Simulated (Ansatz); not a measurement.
Geometry optimisation, Ansatz, RKS BLYP/def2-SVP.

input.yaml

```yaml
crystal:
  periodic: [false, false, false]
  atoms:
    - { symbol: Ta, position_ang: [0.0, 0.0, 0.0] }
    - { symbol: Cl, position_ang: [2.82, 0.0, 0.0] }
    - { symbol: F, position_ang: [0.0, 0.0, 1.93] }
    - { symbol: O, position_ang: [0.0, 0.0, -2.02] }
    - { symbol: H, position_ang: [-0.6343, -0.71, -2.3571] }
    - { symbol: F, position_ang: [-0.965, 1.6714, 0.0] }
    - { symbol: F, position_ang: [-0.965, -1.6714, 0.0] }
    - { symbol: O, position_ang: [0.7315, -1.8635, 1.1725] }
    - { symbol: H, position_ang: [0.1654, -2.662, 0.9237] }
    - { symbol: H, position_ang: [1.9721, -1.3075, 0.8227] }
basis:
  gaussian: { orbitals: def2-SVP }
hamiltonian:
  xc: blyp
relax:
  f_tol: 0.15
  max_steps: 25
  restrain:
    - { distance: [0, 7], at: 2.02, k: 30.0 }
    - { distance: [9, 1], at: 1.37, k: 30.0 }
    - { distance: [0, 1], at: 3.67, k: 30.0 }
    - { distance: [9, 7], at: 2.21, k: 30.0 }
output:
  orbitals: {}
```

Launched with:

```bash
$ ansatz run input.yaml --threads 4 --pin off --max-ram 5120MiB --backend cpu --events-out ev --progress --plain --runs-dir out
```

Q: Where does it end, and by what steps?

A: The forces met the threshold. The restraints hold the end off the free minimum; the threshold counts their pulls, which the force column leaves out. Restrained pairs: Ta1–O8 (2.32 → 1.99 Å), Cl2–H10 (1.76 → 1.34 Å), Ta1–Cl2 (2.82 → 3.68 Å), O8–H10 (1.40 → 2.20 Å). After 16 steps the energy has fallen by 3.743 eV (the restraints' own energy left out); F7 moved furthest, 1.17 Å.

```tsv
step	energy less start (eV)	largest force component (eV/Å)	accepted
0	0.0000	4.431	yes
1	0.4535	4.622	yes
2	0.2807	5.495	yes
3	-0.8904	3.774	yes
4	-1.8527	1.909	yes
5	-2.4290	0.886	yes
6	-2.8528	0.685	yes
7	-3.2036	0.669	yes
8	-3.4453	0.719	yes
9	-3.5578	0.741	yes
10	-3.6109	0.902	yes
11	-3.6587	1.214	yes
12	-3.6612	1.479	yes
13	-3.7197	0.745	yes
14	-3.7343	0.826	yes
15	-3.6699	1.755	no
16	-3.7434	0.737	yes
```

```xyz
10
Properties=species:S:1:pos:R:3
Ta -0.453 -0.383 0.165
Cl 3.216 -0.163 0.132
F 0.278 0.736 1.506
O 0.240 -0.401 -1.608
H 0.055 0.215 -2.346
F -1.685 1.027 -0.251
F -2.026 -1.421 0.422
O 0.550 -1.988 0.780
H 0.320 -2.869 1.126
H 2.630 -1.295 0.546
```

Run time: 40 s on 4 threads of Arm Neoverse V1, with other jobs on the host, peak memory 0.21 GiB.
